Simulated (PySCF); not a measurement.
# Deuteron quadrupole couplings in `C#CC[C@](F)([SiH2]C)C1CC1`

Species: C₈H₁₃FSi.
Numbering: `[CH:1]#[C:2][CH2:3][C@:4]([F:5])([SiH2:6][CH3:7])[CH:8]1[CH2:9][CH2:10]1` (hydrogens: H11 on C1; H12, H13 on C3; H14, H15 on Si6; H16, H17, H18 on C7; H19 on C8; H20, H21 on C9; H22, H23 on C10)

Geometry (GFN2-xTB, Å), atoms numbered from 1 in this order:
```xyz
23
C8H13FSi angstrom
C      2.4174   -2.4247   -0.7105
C      1.9873   -1.6781    0.1200
C      1.4923   -0.7603    1.1202
C      0.2050   -0.0581    0.6647
F     -0.1705    0.7825    1.7274
Si    -1.2591   -1.2926    0.4008
C     -2.8498   -0.3029    0.1314
C      0.4789    0.7952   -0.5532
C      1.1331    2.1389   -0.4220
C     -0.3083    2.0402   -0.8229
H      2.7946   -3.0838   -1.4337
H      2.2606   -0.0070    1.3265
H      1.2906   -1.3066    2.0460
H     -0.9318   -2.1286   -0.7568
H     -1.3467   -2.1026    1.6210
H     -3.7033   -0.9691    0.0549
H     -2.8039    0.2860   -0.7800
H     -3.0341    0.3779    0.9576
H      0.7615    0.1854   -1.4030
H      1.8624    2.4322   -1.1618
H      1.3483    2.4996    0.5726
H     -1.0471    2.3361   -0.0942
H     -0.5820    2.2673   -1.8426
```

Level: PBE0/pcSseg-1 (PySCF, non-relativistic); Q(2H) = 0.00286 b; rigid geometry, the same for H and D, with no vibrational averaging.

Question: Rank these positions by the coupling χzz of a deuteron there, largest first.
A. H11 (alkyne hydrogen)
B. H19 (methine hydrogen)
C. H12 (methylene hydrogen)
D. H18 (methyl hydrogen)
E. H15 (Si–H hydrogen)
F. H20 (methylene hydrogen)

Answer: A (267 kHz), F (223 kHz), D (217 kHz), B (213 kHz), C (198 kHz), E (108 kHz).

Question: Give the electric field gradient Vzz (the principal value of largest size), its asymmetry and the 2H coupling at each hydrogen.

Answer: 
| atom | bonded to | bond length (Å) | Vzz (au) | η | χzz (kHz) |
| --- | --- | --- | --- | --- | --- |
| H11 | C1 | 1.049 | 0.3979 | 0.00 | 267 |
| H12 | C3 | 1.096 | 0.2947 | 0.02 | 198 |
| H13 | C3 | 1.094 | 0.2972 | 0.01 | 200 |
| H14 | Si6 | 1.465 | 0.1618 | 0.01 | 109 |
| H15 | Si6 | 1.467 | 0.1600 | 0.02 | 108 |
| H16 | C7 | 1.085 | 0.3268 | 0.01 | 220 |
| H17 | C7 | 1.086 | 0.3244 | 0.01 | 218 |
| H18 | C7 | 1.086 | 0.3234 | 0.01 | 217 |
| H19 | C8 | 1.084 | 0.3174 | 0.10 | 213 |
| H20 | C9 | 1.080 | 0.3323 | 0.07 | 223 |
| H21 | C9 | 1.080 | 0.3301 | 0.06 | 222 |
| H22 | C10 | 1.079 | 0.3305 | 0.06 | 222 |
| H23 | C10 | 1.080 | 0.3317 | 0.07 | 223 |

Question: Average by the element that carries the hydrogen.

Answer: on C: 220 kHz over 11 positions, mean bond length 1.082 Å; on Si: 108 kHz over 2 positions, mean bond length 1.466 Å.

Question: How does χzz go with the bond length over the 11 C–H bonds?

Answer: A straight-line fit has a slope of -14.4 kHz for each 0.01 Å, with a correlation coefficient of -0.99, over lengths from 1.049 to 1.096 Å. The longer bonds have the smaller couplings here.

Question: Give the 2H NMR doublet splittings at H16 for a magnetic field along the z, y and x axes of the gradient: 3χ/2, 3χ(1 + η)/4, 3χ(1 − η)/4.

Answer: With |χ| = 219.6 kHz and η = 0.006: 329, 166 and 164 kHz, to first order and without motion.

Isolated species at its GFN2-xTB geometry (one conformer only). GFN2-xTB bond lengths can be off by several hundredths of an ångström, more for odd bonds, and the gradients follow them. A larger basis could move these couplings by a tenth or more.
